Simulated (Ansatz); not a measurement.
Geometry optimisation, RKS revPBE/def2-SVP (Ansatz).

Input:

```yaml
crystal:
  periodic: [false, false, false]
  atoms:
    - { symbol: B, position_ang: [0.079826, -0.297665, 0.361421] }
    - { symbol: "N", position_ang: [0.00329, -0.225294, 1.851399] }
    - { symbol: H, position_ang: [-0.856663, -0.488079, 2.332652] }
    - { symbol: H, position_ang: [0.847837, -0.388189, 2.405143] }
    - { symbol: O, position_ang: [1.338351, -0.33056, -0.194709] }
    - { symbol: H, position_ang: [1.29105, -0.306837, -1.165755] }
    - { symbol: H, position_ang: [-0.949548, -0.41486, -0.276763] }
    - { symbol: F, position_ang: [-0.217858, 2.212805, 0.223792] }
    - { symbol: H, position_ang: [-0.170285, 1.88518, 1.096619] }
basis:
  gaussian: { orbitals: def2-SVP }
hamiltonian:
  xc: revpbe
relax:
  f_tol: 0.03
  max_steps: 50
output:
  orbitals: {}
```

Run as:

```bash
$ ansatz run input.yaml --threads 1 --pin off --max-ram 2048MiB --backend cpu --events-out ev --progress --plain --runs-dir out
```

**Question.** Where does it end, and by what steps?

**Answer.** The run converged. After 8 steps the energy has fallen by 0.223 eV; F8 moved furthest, 0.56 Å.

```csv
step,energy less start (eV),largest force component (eV/Å),accepted
0,0.0000,1.761,yes
1,-0.0790,1.795,yes
2,-0.1999,0.510,yes
3,-0.2146,0.250,yes
4,-0.2216,0.137,yes
5,-0.2226,0.076,yes
6,-0.2230,0.032,yes
7,-0.2230,0.051,no
8,-0.2232,0.014,yes
```

```xyz
9
Properties=species:S:1:pos:R:3
B 0.110 -0.393 0.302
N 0.003 -0.091 1.704
H -0.860 -0.292 2.209
H 0.834 -0.124 2.302
O 1.368 -0.447 -0.247
H 1.334 -0.564 -1.211
H -0.908 -0.571 -0.342
F -0.312 2.468 0.710
H -0.203 1.661 1.208
```

Whether the end is a true minimum wasn't checked by a vibrational analysis.

Time of the run: 8.1 s on 1 thread of AMD EPYC 9R45 96-Core Processor (Zen 5), with other jobs on the host, peak memory 0.16 GiB.
